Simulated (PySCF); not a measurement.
[In(NH2)4]- (charge -1).
Bonds: In1–N2, In1–N5, In1–N8, In1–N11. Hydrogens: H3, H4 on N2; H6, H7 on N5; H9, H10 on N8; H12, H13 on N11.

Method: PySCF 2.14.0, PBE0-D3(BJ)/def2-SVP geometry optimisation, gas phase, def2 core potentials past Kr.

Problem. How far are the bound atoms from In1?

Solution. 4 atoms: N11 2.143 Å, N8 2.143 Å, N2 2.143 Å, N5 2.144 Å. The nearest atom not counted as bound is H7, at 2.63 Å (others tie with it).

Problem. List the angles at In1.

Solution. 
```json
{"angle": "N2–In1–N11", "degrees": "111.9", "distance of the outer atoms (Å)": "3.55"}
{"angle": "N5–In1–N11", "degrees": "111.9", "distance of the outer atoms (Å)": "3.55"}
{"angle": "N5–In1–N8", "degrees": "111.9", "distance of the outer atoms (Å)": "3.55"}
{"angle": "N2–In1–N8", "degrees": "111.5", "distance of the outer atoms (Å)": "3.54"}
{"angle": "N2–In1–N5", "degrees": "105.0", "distance of the outer atoms (Å)": "3.40"}
{"angle": "N8–In1–N11", "degrees": "104.8", "distance of the outer atoms (Å)": "3.39"}
```

Problem. What is the shape at In1?

Solution. Distorted tetrahedral: angles from 104.8° to 111.9°; τ4 = (360° − α − β)/141° = 0.97 with α and β the two widest (0 for a square, 1 for a tetrahedron).

Problem. What are the other bond lengths?

Solution. N2–H3 and 7 like bonds 1.024 Å.

Problem. What are the rotational constants (commonest isotopes, rigid rotor)?

Solution. A = 2519, B = 2378, C = 2371 MHz: a prolate symmetric top.

Point group: S4 (tolerance 0.08 Å). Charge -1, singlet. The geometry's basis has no diffuse functions, a weakness for an anion. No frequency check.
